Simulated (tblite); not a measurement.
Species: C8H11BO.
Z-matrix (Å and degrees, GFN2-xTB geometry), rows numbered from 1:
```
C 
C   1  1.5222
O   2  1.4122  1  107.14
C   3  1.3659  2  122.74  1   179.40
C   4  1.3749  3  113.10  2  -179.07
B   5  1.5106  4  130.66  3   179.45
C   6  1.5272  5  123.54  4     0.04
C   7  1.3610  6  128.68  5     0.80
C   8  1.4130  7  128.42  6    -0.42
C   9  1.3641  8  131.49  7    -0.49
H   1  1.0864  2  109.82  3    59.01
H   1  1.0862  2  109.93  3   -60.32
H   1  1.0863  2  110.05  3   179.34
H   2  1.0995  1  109.88  3   120.10
H   2  1.0995  1  109.74  3  -120.14
H   5  1.0863  4  111.48  3    -0.17
H   6  1.1761  5  118.15  4  -179.74
H   7  1.0870  6  117.26  5  -179.43
H   8  1.0873  7  118.11  6   179.61
H   9  1.0853  8  113.99  7   179.60
H  10  1.0827  4  115.22  3     0.37
```

All values are computed: GFN2-xTB (tblite) harmonic vibrations without scaling, gas phase. Errors from tens to a few hundred cm⁻¹ against measured bands are possible. Modes of hydrogen on boron can be 10 to 20 % off. One conformer, not necessarily the lowest.

Harmonic wavenumbers (cm⁻¹): 35.8, 98.3, 119.0, 155.4, 187.2, 216.2, 286.2, 290.6, 358.2, 411.7, 468.8, 478.7, 544.8, 680.3, 697.1, 772.6, 783.9, 826.9, 847.3, 866.8, 890.5, 902.3, 939.2, 946.3, 974.1, 1005.8, 1075.7, 1089.2, 1129.4, 1138.5, 1172.8, 1248.6, 1258.5, 1279.2, 1314.6, 1330.5, 1350.9, 1400.2, 1401.6, 1460.0, 1470.7, 1474.9, 1489.9, 1493.1, 1567.5, 1608.3, 2590.1, 2867.2, 2890.8, 2992.9, 3013.1, 3027.4, 3030.5, 3049.5, 3053.7, 3057.2, 3068.1.

A = 3396, B = 734.4, C = 608.5 MHz; mass 134.090 u (most abundant isotopes); point group Cs, symmetry number 1.

Question: Zero-point energy?

Answer: ½Σν̃ = 37089 cm⁻¹ = 106.04 kcal/mol.

Question: Entropy at 500 K, 1 bar (ideal gas, RRHO, classical rotation)?

Answer: Translation 43.19, rotation 31.28, vibration 50.80: S = 125.3 cal/(mol K).

Question: And Cp and H(500 K) − H(0)?

Answer: Cp = 61.69 cal/(mol K), of which vibrations give 53.74 (their classical limit is 57 R = 113.3); H(500 K) − H(0) = 17.35 kcal/mol without the zero-point energy, 13.38 from vibrations.

Question: What must be added to the electronic energy to get the Gibbs energy at 500 K and 1 bar?

Answer: ZPE + [H(500 K) − H(0)] − T·S = 106.04 + 17.35 − 62.63 = 60.76 kcal/mol.

Question: Blend soft modes into free rotors: weight 1/[1 + (100 cm⁻¹/ν̃)⁴] for the oscillator and the rest for a rotor with moment μB/(μ + B), μ = h/(8π²ν), B = 10⁻⁴⁴ kg m². What vibrational entropy results?

Answer: 47.68 cal/(mol K) in place of 50.80, which changes −T·S at 500 K by +1.56 kcal/mol.

Question: Which modes carry the vibrational entropy at 500 K?

Answer: 35.8 cm⁻¹: 6.50; 98.3 cm⁻¹: 4.50; 119.0 cm⁻¹: 4.13; 155.4 cm⁻¹: 3.60; 187.2 cm⁻¹: 3.24; 216.2 cm⁻¹: 2.96 cal/(mol K); the other 51 give 25.86 together.

Hindered rotation and anharmonicity are outside this model. Other conformers, if any are populated, would add a mixing term that is left out.

The run took 0.73 s on Arm Neoverse V2, one thread, no GPU, shared host. This covers the Hessian and the dipole derivatives.
